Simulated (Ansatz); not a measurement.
```yaml
crystal:
  periodic: [false, false, false]
  atoms:
    - {symbol: O, position_ang: [-0.415408, 1.141612, -0.842613]}
    - {symbol: Al, position_ang: [-0.087244, 0.160917, 0.500263]}
    - {symbol: Zn, position_ang: [2.148754, -1.277837, -0.658181]}
    - {symbol: Br, position_ang: [-1.344133, -1.714598, 0.803236]}
    - {symbol: H, position_ang: [-1.019212, 0.881031, -1.536617]}
    - {symbol: D, position_ang: [0.759343, 0.744876, 1.687712]}
basis:
  gaussian: {orbitals: aug-pcseg-2, nuclear_model: gaussian}
hamiltonian: {xc: {name: BHLYP}, dispersion: d3bj}
accuracy: high
output: {forces: true}
```

```sh
$ ansatz run in.yaml --threads 4 --pin off --events-out ev --progress --plain --max-ram 10444MiB
```

How does Ansatz answer? (Estimate.)

The calculation gave: The program refused the input.
```
Error: YAML parse error: error: line 9 column 16: `D` is not an element symbol (H … Og, case-exact)
 7 |     - {symbol: Br, position_ang: [-1.344133, -1.714598, 0.803236]}
 8 |     - {symbol: H, position_ang: [-1.019212, 0.881031, -1.536617]}
 9 |     - {symbol: D, position_ang: [0.759343, 0.744876, 1.687712]}
10 | basis:
11 |   gaussian: {orbitals: aug-pcseg-2, nuclear_model: gaussian}
```
